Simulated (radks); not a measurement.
Charge is removed step by step from the 2p3/2 level of the selenium ion Se+, starting from [He] 2s2 2p(1/2: 2, 3/2: 4) 3s2 3p6 3d10 4s2 4p3. Method: Dirac Kohn-Sham, LDA (Slater exchange, Perdew-Wang correlation), spin-unpolarised, spherical densities, point nucleus; open shells fill j = l - 1/2 first; computed with a radial shooting solver on a logarithmic mesh with Libxc functionals.

removed (e),E - E(0) (eV),eigenvalue (eV),E minus straight line (eV)
0,0.000,-1409.1,0.000
0.25,354.79,-1429.2,-7.675
0.5,714.65,-1449.7,-10.280
0.75,1079.6,-1470.4,-7.745
1,1449.9,-1491.3,0.000

Removing the whole electron costs 1449.9 eV by Delta-SCF, against 1409.1 eV from minus the eigenvalue at the starting occupation. Slater's transition state (half an electron removed) gives 1449.7 eV. Integrating minus the eigenvalue over the occupation (Janak's theorem) gives 1449.9 eV. The mean slope of the eigenvalue, de/dn, is 82.2 eV per electron.
